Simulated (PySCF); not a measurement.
1,1,2-trichloro-2-fluoroethene (C₂Cl₃F), SMILES ClC(=C(F)Cl)Cl. Geometry: B3LYP-D3(BJ)/def2-SVP.

Computed with B3LYP-D3(BJ)/def2-SVP (PySCF).

Harmonic wavenumbers (cm⁻¹): 121, 173, 253, 313, 364, 406, 525, 547, 850, 974, 1218, 1709. Rotational constants (GHz): 2.391, 1.464, 0.9080; symmetry number 1.

Work out the zero-point energy and the ideal-gas rigid-rotor harmonic-oscillator thermochemistry at 298.15 K and 1 atm.

ZPE = ½ Σ hcν = ½ × 7452 cm⁻¹ = 10.65 kcal/mol. H − E(el) = 15.13 kcal/mol. Entropy in cal/(mol K): translation 40.91, rotation 29.00, vibration 12.07, total 81.98. G − E(el) = -9.31 kcal/mol. Cp = 21.72 cal/(mol K). Modes under 150 cm⁻¹ make the vibrational entropy uncertain.
